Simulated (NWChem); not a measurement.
# Si₂H₄, singlet; SMILES [SiH][SiH3]

Computed with NWChem. Low-valent species are run as closed-shell singlets; no triplet was tried in these runs. Geometry: optimised at PBE0-D3(BJ)/def2-TZVP.

Task: Predict the results for Hartree-Fock/3-21G. Quantities: highest occupied level (eV); orbital gap (eV); dipole (D).

Result: 
* **highest occupied level (eV)**: -8.80
* **orbital gap (eV)**: 8.54
* **dipole (D)**: 0.42
